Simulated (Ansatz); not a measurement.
The pair A = CHN (SMILES C#N) (first 3 atoms), B = HBr (SMILES Br); geometry from B3LYP-D3(BJ)/def2-TZVP.
(charge 0, multiplicity 1):
```xyz
5

C     -0.4398    -0.0843    -0.4579
N     -0.2634    -0.2141     0.6651
H     -0.6044     0.0368    -1.5054
Br     0.2821    -0.6151     4.1304
H      0.0602    -0.4515     2.7217
```

Correlated levels freeze the cores. Filled d and f shells under p-block atoms count as core. MP2 and its Hartree–Fock in aug-cc-pVQZ are density fitted.

Codes used: Ansatz (Gaussian basis) for Hartree–Fock, density functionals and correlated methods. 

The counterpoise-corrected interaction energy is E(AB) − E(A in the pair's basis) − E(B in the pair's basis). Total energies (hartree):

```tsv
level	AB	A in the pair's basis	B in the pair's basis
HF/aug-cc-pVTZ	-2665.9619496	-92.9103319	-2573.0485057
MP2/aug-cc-pVTZ	-2666.4929738	-93.2591172	-2573.2269215
HF/aug-cc-pVQZ	-2665.9701216	-92.9156638	-2573.0513711
MP2/aug-cc-pVQZ	-2666.5369285	-93.2840583	-2573.2456992
CCSD(T)/aug-cc-pVTZ	-2666.5396965	-93.2810359	-2573.2527506
```

Work out the counterpoise-corrected interaction energy at the basis-set limit: extrapolate the MP2 correlation part as X⁻³, take Hartree–Fock from the larger set, and add the CCSD(T) − MP2 difference of aug-cc-pVTZ.


1. Differences (1 hartree = 627.509 kcal/mol): HF/aug-cc-pVTZ -1.953; MP2/aug-cc-pVTZ -4.352; HF/aug-cc-pVQZ -1.937; MP2/aug-cc-pVQZ -4.500; CCSD(T)/aug-cc-pVTZ -3.709.
2. Correlation parts, MP2 less HF: -2.399 in aug-cc-pVTZ (X = 3), -2.563 in aug-cc-pVQZ (X = 4).
3. Limit (4³·(-2.563) − 3³·(-2.399))/(4³ − 3³) = -2.683; with HF/aug-cc-pVQZ it gives -4.620.
4. CCSD(T) less MP2 in aug-cc-pVTZ: 0.643.
Result: -3.98 kcal/mol, against -4.35 at MP2/aug-cc-pVTZ. It is an estimate of this method's limit, not of the exact value.

Ansatz is a first-principles code.
